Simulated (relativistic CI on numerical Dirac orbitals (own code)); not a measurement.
**Electric-dipole transitions in Br²⁵⁺**

Method of calculation: Dirac-Coulomb-Breit CI, KLI orbitals optimised for each configuration, QED by a radiative potential, unscaled Slater integrals (own radial code, finite nucleus).

CI space (outside the closed core 1s2): 2s²2p⁶, 2s²2p⁵3s, 2s²2p⁵3p, 2s²2p⁵3d, 2s2p⁶3s, 2s2p⁶3p, 2s2p⁶3d, 2s²2p⁵4s, 2s²2p⁵4p, 2s²2p⁵4d, 2s²2p⁵4f, 2s2p⁶4s, 2s2p⁶4p, 2s²2p⁴3s², 2s2p⁶4d, 2s2p⁶4f. Levels of other configurations are missing.

| λ vac (Å) | Lower | Upper | A (s⁻¹) | log gf | S velocity/length |
| --- | --- | --- | --- | --- | --- |
| 7.1686 | 2s²2p⁶ ¹S0 [1] | 2s²2p⁵3d ¹P°1 [27] | 8.75e+13 | 0.31 | 0.97 |
| 7.3537 | 2s²2p⁶ ¹S0 [1] | 2s²2p⁵3d ³D°1 [23] | 6.08e+13 | 0.17 | 0.97 |
| 22.743 | 2s²2p⁵3p ³D2 [7] | 2s²2p⁵4d ³F°3 [50] | 2.64e+12 | 0.16 | 0.99 |
| 23.156 | 2s²2p⁵3p ³D3 [8] | 2s²2p⁵4d ³F°4 [51] | 3.19e+12 | 0.36 | 0.99 |
| 23.192 | 2s²2p⁵3p ³D2 [14] | 2s²2p⁵4d ³F°3 [70] | 3.18e+12 | 0.25 | 0.99 |
| 23.263 | 2s²2p⁵3p ³P2 [10] | 2s²2p⁵4d ³D°3 [54] | 2.58e+12 | 0.17 | 0.99 |
| 25.545 | 2s²2p⁵3d ³P°1 [17] | 2s²2p⁵4f ³D2 [58] | 3.69e+12 | 0.26 | 0.99 |
| 25.702 | 2s²2p⁵3d ³F°2 [24] | 2s²2p⁵4f ³G3 [72] | 6.36e+12 | 0.64 | 1.00 |
| 25.725 | 2s²2p⁵3d ³P°2 [20] | 2s²2p⁵4f ³F3 [60] | 4.00e+12 | 0.44 | 0.99 |
| 25.744 | 2s²2p⁵3d ³F°4 [19] | 2s²2p⁵4f ³G5 [59] | 6.79e+12 | 0.87 | 1.01 |
| 25.754 | 2s²2p⁵3d ³F°3 [18] | 2s²2p⁵4f ³G4 [57] | 6.14e+12 | 0.74 | 1.01 |
| 25.778 | 2s2p⁶3d ³D2 [35] | 2s2p⁶4f ³F°3 [87] | 5.58e+12 | 0.59 | 1.00 |
| 25.809 | 2s²2p⁵3d ³D°2 [25] | 2s²2p⁵4f ³D3 [75] | 6.47e+12 | 0.66 | 0.99 |
| 25.842 | 2s2p⁶3d ³D3 [36] | 2s2p⁶4f ³F°4 [88] | 6.74e+12 | 0.78 | 1.00 |
| 25.880 | 2s²2p⁵3d ¹D°2 [21] | 2s²2p⁵4f ¹F3 [62] | 5.23e+12 | 0.57 | 1.00 |
| 25.890 | 2s²2p⁵3d ³F°3 [26] | 2s²2p⁵4f ³G4 [74] | 6.76e+12 | 0.79 | 1.00 |
| 26.012 | 2s²2p⁵3d ³D°3 [22] | 2s²2p⁵4f ³F4 [63] | 5.78e+12 | 0.72 | 1.00 |
| 26.266 | 2s2p⁶3d ¹D2 [37] | 2s2p⁶4f ¹F°3 [89] | 6.11e+12 | 0.65 | 0.99 |
| 26.359 | 2s²2p⁵3d ¹P°1 [27] | 2s²2p⁵4f ³F2 [73] | 5.29e+12 | 0.44 | 0.99 |
| 26.634 | 2s²2p⁵3d ³D°1 [23] | 2s²2p⁵4f ¹D2 [61] | 4.84e+12 | 0.41 | 0.99 |

Terms are leading LS components. Brackets give the number of a level in order of energy, since labels repeat. The list gives strong lines, with weight on those to low levels, among the lowest 89 of 94 levels, so that lines to higher ones, which can be the strongest, are missing. Levels whose partners in the same complex of configurations lie outside the list can be far off, and so can their lines. Rates are taken at the computed energies, electric ones in the length gauge. A velocity-to-length ratio far from 1 marks an uncertain rate.

At this charge energies of transitions that change n are usually good to better than 1 %, and those within a shell (Δn = 0) to a few per cent.

Problem. From the table, what is the radiative lifetime of 2s²2p⁵3d ¹P°1?

Solution. The listed rates from this level add up to about 8.75e+13 s⁻¹, 100 % of its decay; with all channels τ = 1.14e-14 s.

LS names give the leading component of a level, which can be under half, so a name can repeat, a term be missing and a line seem to break the LS rules.
